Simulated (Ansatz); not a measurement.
Molecule: C₅H₉O, net charge 0, doublet state. It need not be the lowest isomer of its formula. 
Coordinates optimised at B3LYP-D3(BJ)/def2-TZVP (Ansatz, a first-principles code):
```xyz
15

C      2.4421     0.5218    -0.5962
C      1.4996    -0.0706     0.4667
C      0.1409     0.5134     0.4021
C     -1.0253    -0.2522     0.0479
O     -0.9462    -1.4543    -0.2138
C     -2.3562     0.4719     0.0014
H      2.5273     1.6053    -0.4928
H      2.0748     0.3049    -1.6000
H      3.4405     0.0930    -0.4987
H      1.4265    -1.1511     0.3450
H      1.9272     0.1264     1.4575
H      0.0211     1.5748     0.5977
H     -2.3322     1.2693    -0.7455
H     -2.5768     0.9377     0.9648
H     -3.1458    -0.2322    -0.2498
```
Charge 0, spin multiplicity 2.

Basis-set convergence of Hartree-Fock and CCSD(T) correlation energies (hartree) with Ansatz. Cores are frozen in the correlated levels unless marked. Open shells are spin-unrestricted. Spin-orbit coupling is left out. Non-relativistic.

The UHF reference is spin-contaminated (<S^2> 0.13 over the pure value in the largest basis). 

```csv
basis,functions,E(HF),"E(corr, CCSD(T))"
cc-pVDZ,129,-269.43964,-0.94342
cc-pVTZ,306,…,…
```

Task: What belongs in the gaps?

Result: 
- cc-pVTZ, E(HF): -269.51435
- cc-pVTZ, E(corr, CCSD(T)): -1.14568
